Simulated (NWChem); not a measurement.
Basis-set dependence for GaO

```xyz
2

Ga     0.0000     0.0000     0.3512
O      0.0000     0.0000    -1.3608
```
Charge 0, spin multiplicity 2.

Everything below was run with NWChem. Structure: optimised with UPBE/def2-SVP, a minimum by its harmonic frequencies.

Hartree-Fock energies in Ha, correlation energies in mHa.

The Hamiltonian is non-relativistic. The correlated methods keep 10 core orbitals frozen. The structure started from a generated list of species. The unpaired electrons of the parent sit in orbitals of symmetry a1 (C2v labels of the run); other states weren't searched. No SCF solution was tested for a lower state. Open-shell Hartree-Fock references start from PBE0 orbitals.

```csv
basis,functions,UHF,UMP2,SCS-UMP2
3-21G,31,-1988.25126,-129.7,-126.5
def2-SVP,46,-1997.75055,-348.3,-326.5
def2-TZVP,79,-1998.09994,-403.5,-382.9
def2-QZVP,132,-1998.14385,-476.4,-451.6
```

From def2-TZVP to def2-QZVP the Hartree-Fock energy moves by -43.9 mHa and the UMP2 correlation energy by -72.9 mHa, which is 15 % of its value in the larger set.
